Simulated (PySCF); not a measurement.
**IrOI, triplet: structure and spectrum**

Computed with UPBE0 in PySCF with Ir def2-SVP with ECP60, O def2-SVP, I def2-SVP with ECP28; scalar-relativistic core potentials, no spin–orbit coupling; density-fitted integrals.

The structure is a minimum.

```xyz
3
charge 0 multiplicity 3, angstrom
Ir   -0.2592    0.2592   -0.8387
O     0.5334   -0.5334   -2.0963
I     0.3269   -0.3269    1.5393
```

```
Point group                                                                   : Cs
Bond lengths                                                                  : Ir–I 2.518 Å, Ir–O 1.685 Å
Bond angles                                                                   : I–Ir–O 119.1°
Lowest empty level (β)                                                        : -4.34 eV
Dipole moment                                                                 : 1.95 D
Entropy at 298.15 K and 1 bar (electronic part: spin only)                    : 326.7 J/(mol K)
Rotational symmetry number                                                    : 1
Zero-point energy                                                             : 8.0 kJ/mol
Spin squared ⟨S²⟩                                                             : 2.015
Enthalpy at 298.15 K above 0 K                                                : 13.19 kJ/mol
Principal quadrupole moments (Buckingham, traceless) about the centre of mass : -4.20, -2.53, 6.72 D Å
Rotational constants                                                          : 0.5668, 0.03127, 0.02963 cm⁻¹
Atomisation energy without zero-point energy                                  : 702 kJ/mol
Highest occupied level (α)                                                    : -7.10 eV
Heat capacity Cp at 298.15 K                                                  : 50.5 J/(mol K)
Principal polarisabilities                                                    : 46.5, 50.5, 98.4 bohr³
```

Harmonic modes (masses in u: Ir 192.963, O 15.995, I 126.904):
```csv
symmetry,ω (cm⁻¹),IR (km/mol),type
a',128,4.2,bend
a',221,8.8,stretch
a',991,65.0,stretch
```

Charges (e):
```csv
atom,Mulliken,Löwdin,polar tensor,spin (Mulliken),Mayer order to Ir1
Ir1,0.37,-0.15,0.79,1.30,–
O2,-0.26,-0.03,-0.51,0.66,2.02
I3,-0.11,0.19,-0.28,0.04,1.26
```

Mulliken populations on Ir1 (electrons outside its core potential): s 2.79, p 6.28, d 7.53, f 0.04.

Outer orbital energies (eV). α occupied: -12.98, -10.60, -9.44, -8.98, -7.98, -7.88, -7.68, -7.10; empty: -3.83, -1.85, 0.41, 1.68. β occupied: -12.62, -11.73, -10.92, -10.12, -9.00, -8.39, -7.41, -7.18; empty: -4.34, -3.26, -3.18, -1.09.

Formally Ir is in oxidation state +3, d6, with 2 unpaired electrons (the high-spin count would be 4). The Mulliken spin on Ir is 1.30. The polar-tensor charge on Ir, 0.79, is far below the formal one.

Other isomers or separated fragments may lie lower. Other spin states or occupations of the open shell can lie lower. Spin–orbit coupling, left out here, can matter for elements this heavy.

The final relaxation and frequency run took 25 s on 2 threads of a shared AMD EPYC 9R45 96-Core (Zen 5) host, with 72 basis functions and 13 gradients; the process peaked at 0.74 GiB. Launch command: `OMP_NUM_THREADS=2 python axn.py task.json out`.
